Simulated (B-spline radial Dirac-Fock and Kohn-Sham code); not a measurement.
ΔSCF core binding energies without Breit or QED terms, calculated with a radial atomic solver.

A sound run for the Dy atom in the configuration [Xe] 4f10 6s2: The ground state converged in 13 iterations, with total energy -12161.50569 Ha, virial ratio 1.91191 and highest orbital energy -5.11 eV. ΔSCF binding energies: K (1s) 54026.5 eV, L3 (2p3/2) 7810.4 eV, M5 (3d5/2) 1299.1 eV.

A second run, with one unsound setting: The ground state converged in 28 iterations, with total energy -15735.62567 Ha, virial ratio 1.20847 and highest orbital energy -1.52 eV. ΔSCF binding energies: K (1s) 36636.6 eV, L3 (2p3/2) 11414.2 eV, M5 (3d5/2) 923.7 eV.

```
iter   energy (Ha)        error
   1   -14782.50615363  2.71e+01
   2   -14785.75453501  1.59e+01
   3   -15697.61184903  3.53e+00
   4   -15732.05656111  1.31e+00
   5   -15713.29171323  4.93e-01
   6   -15722.38552903  7.23e-01
   7   -15731.96449125  2.81e-01
   8   -15734.68564526  1.69e-01
   9   -15715.80246380  3.64e-01
  17   -15735.60336919  1.60e-02
  25   -15735.62567212  1.52e-04
  28   -15735.62567486  3.66e-07
```

Question: Which fault fits the second run best?
A. damping too heavy
B. overfilled shell
C. tolerance below the noise
D. speed of light below Z

Answer: D. The input had c_factor = 0.2227: c_factor makes c so small that Zα exceeds 1, so any numbers that come out have no meaning.
